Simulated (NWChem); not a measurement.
System: C$_{4}$H$_{4}$F$_{2}$; SMILES FC1=C(F)CC1

NWChem input:

```
start job
memory heap 200 mb stack 900 mb global 1100 mb
geometry units angstroms noautosym nocenter noautoz
  F      1.608971     0.000000     1.143877
  C      0.667273     0.000000     0.200389
  C     -0.667273     0.000000     0.200389
  F     -1.608971     0.000000     1.143877
  C     -0.789539     0.000000    -1.302099
  C      0.789539     0.000000    -1.302099
  H     -1.238640     0.894797    -1.746484
  H     -1.238640    -0.894797    -1.746484
  H      1.238640    -0.894797    -1.746484
  H      1.238640     0.894797    -1.746484
end
basis spherical
  * library pcsseg-1
end
dft
  xc pbe0
  iterations 150
end
property
  shielding 4 1 2 5 7
end
task dft property
```

Geometry: optimised at B3LYP/6-31G* (spherical d).

GIAO values for the isolated, static molecule; σ is the absolute isotropic shielding, δ = σ(reference) − σ with the isolated reference molecule computed at the same levels (13C: tetramethylsilane, 19F: trichlorofluoromethane, 1H: tetramethylsilane).

Atoms are numbered as in the input.

### Question
Predict the main results of this run. (PBE0/pcSseg-1, GIAO.) Quantities: δ F1 (ppm); δ C2 (ppm); δ C5 (ppm); δ H7 (ppm).

### Answer
```json
{
  "δ F1 (ppm)": "-124.4",
  "δ C2 (ppm)": "133.0",
  "δ C5 (ppm)": "26.6",
  "δ H7 (ppm)": "2.33"
}
```
